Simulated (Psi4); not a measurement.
A dimer, CF4 ··· C3H9Al (SMILES FC(F)(F)F and [CH3][Al]([CH3])[CH3]); the first 5 atoms form monomer A.

```
18

F     -0.8489    -0.5254    -0.8726
C      0.0000     0.0000     0.0000
F     -0.1997     1.3086     0.0772
F     -0.1949    -0.5481     1.1915
F      1.2435    -0.2352    -0.3960
C     -3.2038     1.8421     2.6451
Al    -3.8562     0.6970     1.1857
C     -4.1114    -1.2294     1.4866
C     -4.2559     1.4784    -0.5740
H     -2.2369     1.4746     3.0350
H     -3.0685     2.8972     2.3563
H     -3.9008     1.8188     3.5032
H     -3.8626    -1.5569     2.5093
H     -3.4941    -1.8224     0.7868
H     -5.1579    -1.5248     1.2865
H     -4.6180     0.7459    -1.3139
H     -3.3613     1.9688    -0.9999
H     -5.0204     2.2725    -0.4885
```

**Question.** What interaction energy does Psi4 1.11 with SAPT0/jun-cc-pVDZ, frozen core give, and which attractive term is the largest?

**Answer.** Total 0.08 kcal/mol: electrostatics 0.60, exchange 0.55, induction -0.07, dispersion -1.00. The most attractive term is dispersion.
